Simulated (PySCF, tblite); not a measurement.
Species: C2H10Cl2Si4.
Geometry (GFN2-xTB, Å), atoms numbered from 1 in this order:
```xyz
18
C2H10Cl2Si4 angstrom
C     -3.124    0.186   -0.261
Si    -1.465   -0.396   -0.997
Si     0.108    1.390   -0.964
Cl     1.279    1.444   -2.653
Si     1.252    0.385    0.869
C      3.108    0.049    0.603
Si    -0.184   -1.508    0.673
Cl     0.818   -3.148   -0.062
H     -2.963    0.702    0.681
H     -3.643    0.871   -0.924
H     -3.792   -0.647   -0.067
H     -1.823   -1.074   -2.258
H     -0.360    2.781   -0.885
H      1.153    1.117    2.147
H      3.529   -0.555    1.402
H      3.260   -0.489   -0.328
H      3.685    0.969    0.546
H     -0.846   -2.071    1.858
```

Computed with PBE0/pcSseg-1 in PySCF (dipole) on a GFN2-xTB geometry, gas phase.

Take the most abundant isotopes and a rigid rotor. The values belong to one conformer with, in the numbering `[CH3:1][Si@H:2]1[Si@H:3]([Cl:4])[Si@H:5]([CH3:6])[Si@@H:7]1[Cl:8]`, C1–Si2–Si3–Cl4 -141°, Si2–Si3–Si5–C6 124°, Si3–Si5–Si7–Cl8 109°, C1–Si2–Si7–Si5 -105°.

(1) Give the principal moments of inertia and the rotational constants in MHz.

(2) Classify the top.

(3) What does the inertial defect say?

(4) Give the other two planar moments, Paa and Pbb, and the rms extents of the mass along the axes.

(5) Which types of transition are allowed, and where do some lines up to J = 3 fall?

(6) Estimate the classical rotational partition function at 10 K, 50 K and 500 K.

Results:

(1) Ia = 672.72, Ib = 856.06, Ic = 1146.36 u·Å²; 505379 MHz·u·Å²/I gives A = 751.2, B = 590.4, C = 440.9 MHz.

(2) An asymmetric top. Ray's parameter κ = (2B − A − C)/(A − C) = -0.037; −1 is the prolate and +1 the oblate limit.

(3) Not planar: Δ = Ic − Ia − Ib = -382.42 u·Å². For a rigid frame Δ = −2 Σ m c², so Σ m c² = 191.21 u·Å² lies off the ab plane: 20.85 from hydrogen and 170.36 from heavier atoms. The atom farthest from that plane is 2.85 Å away.

(4) Paa = Σ m a² = (Ib + Ic − Ia)/2 = 664.85 and Pbb = Σ m b² = (Ia + Ic − Ib)/2 = 481.51 u·Å². With the mass M = 215.92 u, the rms extents √(P/M) along a, b and c are 1.75, 1.49, 0.94 Å.

(5) The dipole components are |μa| = 0.00 D, |μb| = 1.28 D, |μc| = 2.36 D; the mirror of this Cs structure is the bc plane, so μa vanishes by symmetry and there are no a-type lines. The squared components, which scale the intensities, stand as 0.29 : 1.00 (b : c). Some lines, for components of 0.1 D or more:

```tsv
type	branch	J(Ka,Kc)	MHz	lower level (cm⁻¹)
b	Q	1(1,0) ← 1(0,1)	310	0.034
b	Q	2(1,1) ← 2(0,2)	526	0.101
b	Q	2(2,0) ← 2(1,1)	549	0.119
b	Q	3(1,2) ← 3(0,3)	903	0.197
c	Q	3(3,1) ← 3(2,1)	938	0.247
b	Q	3(3,0) ← 3(2,1)	959	0.247
b	Q	3(2,2) ← 3(1,3)	1191	0.198
b	R	2(1,2) ← 1(0,1)	2074	0.034
c	R	2(2,0) ← 1(1,0)	2761	0.045
b	R	3(1,3) ← 2(0,2)	2912	0.101
b	R	3(2,2) ← 2(1,1)	3576	0.119
c	R	3(1,2) ← 2(0,2)	3788	0.101
b	R	3(3,1) ← 2(2,0)	4241	0.137
b	R	3(2,1) ← 2(1,2)	4300	0.104
c	R	3(3,1) ← 2(2,1)	4307	0.135
```

(6) Point group Cs, symmetry number σ = 1; q = (√π/σ)·√((kT/h)³/(ABC)), k/h = 20836.6 MHz/K: 12100 at 10 K, 135000 at 50 K, 4260000 at 500 K.

Its GFN2-xTB frequencies are all real (lowest 22 cm⁻¹). Constants of a rigid frame at the computed geometry: no zero-point averaging, no centrifugal distortion. A rigid rotor knows nothing of internal rotation, which can split or shift real lines. Quadrupole hyperfine structure (35Cl) is left out.
